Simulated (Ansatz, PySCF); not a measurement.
C3H7NSi, SMILES [SiH3]C1=NCC1.

Geometry: PBE0-D3(BJ)/def2-SVP. This is a generated structure with no PubChem entry under its InChIKey; it may be hypothetical.

Vertical ionisation energy (IE) and electron affinity (EA) in eV. Rows of orbital energies are one-electron estimates. Where ΔSCF, EOM or ADC give a negative EA the extra electron is unbound and the value depends on the basis.

| level | IE | EA |
|---|---|---|
| −ε(HOMO), −ε(LUMO), PBE0/def2-TZVP (PySCF) | (withheld) | (withheld) |
| −ε(HOMO), −ε(LUMO), PBE/def2-TZVP (PySCF) | 5.92 | 1.79 |
| ΔSCF, CAM-B3LYP/def2-SVPD (Ansatz), final states of multiplicity 2 and 2 | 9.60 | -1.10 |
| ΔSCF, PBE/def2-SVPD (Ansatz), final states of multiplicity 2 and 2 | 9.29 | -1.03 |

Problem. Some entries are withheld; supply them. (Estimate from the structure and the level; the computed values follow.)

Solution. 
- −ε(HOMO), −ε(LUMO), PBE0/def2-TZVP (PySCF), IE: 7.40
- −ε(HOMO), −ε(LUMO), PBE0/def2-TZVP (PySCF), EA: 0.74

Problem. What vertical singlet–triplet gap does ΔSCF give with CAM-B3LYP/def2-SVPD (Ansatz, a first-principles code) and with PBE/def2-SVPD (Ansatz)? (An estimate is asked for; the answer gives what the named calculation found.)

Solution. 4.02 and 3.92 eV (triplet above singlet where positive).
